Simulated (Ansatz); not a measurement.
Consider the redistribution: `BCBC` + `B[CH2][GeH3]` → `BCB` + `B[CH2][GeH2][CH3]`.

Program: Ansatz. Geometries: PBE0-D4/def2-TZVP. ΔE: electronic, gas phase. CCSD(T)/CBS is the MP2 limit (def2-TZVPP, def2-QZVPP) plus CCSD(T) − MP2 in def2-TZVPP, frozen cores. Functionals use def2-TZVPP. B3LYP here is the variant with VWN-RPA as its local correlation; programs differ in this. For Ge outer-core shells are correlated without core-valence functions, which leaves a few kJ/mol of doubt a bond. Scalar relativity is left out up to krypton. One conformer a species, not always the lowest.

`BCBC`:

```xyz
12

B     0.994    1.373    0.552
C     0.677    0.607   -0.756
B    -0.690   -0.129   -0.536
C    -0.839   -1.389    0.366
H     1.298    0.771    1.542
H     0.909    2.566    0.613
H     0.674    1.242   -1.642
H     1.420   -0.202   -0.828
H    -1.672    0.307   -1.075
H     0.079   -1.736    0.844
H    -1.261   -2.212   -0.225
H    -1.589   -1.200    1.145
```

`B[CH2][GeH3]`:

Z-matrix (Å, degrees):
```
C
Ge 1 1.994
B 1 1.526 2 102.4
H 1 1.092 2 103.8 3 -121.8
H 1 1.092 2 104.0 3 121.9
H 2 1.537 1 107.1 3 -177.4
H 2 1.536 1 110.6 3 63.4
H 2 1.536 1 110.9 3 -58.2
H 3 1.199 1 120.6 2 88.2
H 3 1.199 1 120.6 2 -86.8
```

`BCB`:

```xyz
9

B     1.017    0.363   -0.708
C    -0.196    0.549    0.239
B    -0.902   -0.819    0.425
H     1.908   -0.374   -0.396
H     1.079    0.931   -1.760
H    -0.856    1.376   -0.013
H     0.290    0.697    1.222
H    -2.039   -0.984    0.090
H    -0.301   -1.739    0.901
```

`B[CH2][GeH2][CH3]`:

```xyz
13

B    -1.649   -0.002    1.204
C    -1.320    0.433   -0.217
Ge    0.660    0.552    0.101
C     1.560   -0.815   -0.957
H    -1.587   -1.160    1.515
H    -1.881    0.809    2.055
H    -1.427   -0.303   -1.015
H    -1.638    1.424   -0.537
H     0.970    0.333    1.599
H     1.119    1.973   -0.268
H     1.374   -0.652   -2.020
H     2.636   -0.791   -0.779
H     1.182   -1.801   -0.681
```

Is it downhill or uphill in electronic energy at CCSD(T)/CBS, and by how much? (An estimate is asked.)

The calculation gave: Uphill: ΔE = +18.0 kJ/mol.

What do these levels give: PBE-D4, ωB97M-V, B2PLYP, r2SCAN, B3LYP, MP2/def2-TZVPP, SCS-MP2/def2-TZVPP, CCSD/def2-TZVPP, HF/def2-QZVPP, MP2/def2-QZVPP, HF/CBS(def2), MP2/CBS(def2)? (An estimate is asked.)

Computed: PBE-D4 23.2, ωB97M-V 21.3, B2PLYP 20.5, r2SCAN 23.8, B3LYP 24.2, MP2/def2-TZVPP 13.7, SCS-MP2/def2-TZVPP 14.9, CCSD/def2-TZVPP 17.7, HF/def2-QZVPP 25.1, MP2/def2-QZVPP 14.8, HF/CBS(def2) 25.2, MP2/CBS(def2) 15.1 kJ/mol.

Largest T1 diagnostic among the species: 0.011.

In def2-TZVPP, CCSD(T) changes the Hartree–Fock value by −7.7 kJ/mol (the triples alone add −1.1 kJ/mol) and MP2 by −10.6 kJ/mol.
